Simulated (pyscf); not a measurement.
Hydrogen shift: [HN=SiH]• → [N=SiH₂]•

Gas phase, doublet surface, charge 0. Bonds broken: N1–H3. Bonds formed: Si2–H3. Optimised with ωB97X-D3(BJ)/def2-SVP in PySCF.

Transition state (Å):

```xyz
4

N      0.0979    -1.9924    -1.3016
Si    -0.6586    -0.6756    -0.6794
H      0.3551    -1.3723     0.2476
H     -2.1427    -0.4755    -0.5116
```

One imaginary mode, 1535i cm⁻¹; descent along it reached the two sides named.

```json
[
 {"bond": "N1–H3", "change": "breaks", "reactant side (Å)": "1.014", "saddle": "1.688", "product side": "2.7"},
 {"bond": "Si2–H3", "change": "forms", "reactant side (Å)": "2.444", "saddle": "1.540", "product side": "1.485"}
]
```

Electronic energies relative to the reactant's lowest minimum found (eV):

| level | barrier | reaction energy | reverse barrier |
|---|---|---|---|
| ωB97X-D3(BJ)/def2-TZVP | 2.69 | +1.18 | 1.51 |
| PBE/def2-TZVP | 2.51 | +1.39 | 1.12 |
| r²SCAN/def2-TZVP | 2.58 | +1.27 | 1.30 |
| B3LYP-D3(BJ)/def2-TZVP | 2.64 | +1.26 | 1.38 |
| PBE0-D3(BJ)/def2-TZVP | 2.65 | +1.30 | 1.35 |
| M06-2X/def2-TZVP | 2.77 | +1.30 | 1.46 |
| ωB97M-D3(BJ)/def2-TZVP | 2.69 | +1.25 | 1.44 |

With ωB97M-D3(BJ)/def2-TZVP energies and thermal terms (ideal gas, 1 atm, RRHO with modes under 100 cm⁻¹ raised to 100, one conformer, R ln 2 for chiral ones without a mode under 150 cm⁻¹), in eV:

| T (K) | ΔH‡ | ΔG‡ | ΔH | ΔG |
|---|---|---|---|---|
| 298 | 2.54 | 2.52 | +1.19 | +1.20 |
| 600 | 2.53 | 2.51 | +1.18 | +1.22 |
| 900 | 2.51 | 2.50 | +1.18 | +1.24 |
| 1200 | 2.50 | 2.50 | +1.19 | +1.25 |

One saddle was located; it need not be the lowest between these sides.
